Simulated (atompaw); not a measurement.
What one change does to a pseudopotential (Ti (Z = 22), PAW (atompaw))

* Element: titanium (Ti)
* Generator: atompaw 4.2.0.5
* Type: PAW
* Functional: PBE
* Relativity: scalar-relativistic
* Frozen core: [Ne]
* Valence charge: 12
* Reference configuration: 3s2 3p6 3d2 4s0 4p0 (charge +2)
* Partial waves: 3s (bound): rc 1.80 bohr; 4s (bound, empty): rc 2.00 bohr; 3p (bound): rc 1.55 bohr; 4p (bound, empty): rc 2.05 bohr; 3d (bound): rc 2.05 bohr; 3d channel at -1 Ry: rc 2.05 bohr
* Local potential: troulliermartins scheme with l = 3 at 0 Ry, radius 1.45 bohr
* Core correction: smooth core density matched at 1.55 bohr
* Augmentation charge: sinc compensation charge, radius 1.50 bohr; PAW radius 2.05 bohr; waves and projectors: custom polynom vanderbiltortho

Change: wave 4p (bound): rc 2.05 bohr becomes 4p (bound): rc 1.46 bohr.

Cutoffs: the cutoffs (Ry, on a coarse ladder) from which the occupation-weighted sum of valence levels, in a spherical-Bessel basis at the reference potential, stays within 10 and 1 mRy of its value at 400 Ry; they do not see the model core or the augmentation charge, which bear on the density cutoff.

Task: What does the change do?

Result: The potential gets harder (35 Ry and 60 Ry → 50 Ry and 60 Ry); a bound ghost appears in p, which as a rule spoils a file; the range in which the p phases agree widens (upper end 0.4 → at the end of the scan).

| quantity | base | changed |
| --- | --- | --- |
| cutoff, loose | 35 Ry | 50 Ry |
| cutoff, tight | 60 Ry | 60 Ry |
| bound ghosts | none | p |
| s: phases at 2.06 bohr within 0.05 rad from the reference energy up to (Ry; the scan ends near 5) | 4.7 | 4.7 |
| p: phases at 2.06 bohr within 0.05 rad from the reference energy up to (Ry; the scan ends near 5) | 0.4 | to the end of the scan |
| d: phases at 2.06 bohr within 0.05 rad from the reference energy up to (Ry; the scan ends near 5) | 2.4 | 2.4 |
| lowest overlap eigenvalue by channel | s 0.75, p 0.64, d 0.93 | s 0.75, p 1.00, d 0.93 |

 A true bound ghost makes a file unfit for plane-wave use even where its test errors are small: the radial tests pick states by their node count and pass the ghost by. The cutoffs see the waves, projectors and local potential, not the compensation charge or the core.
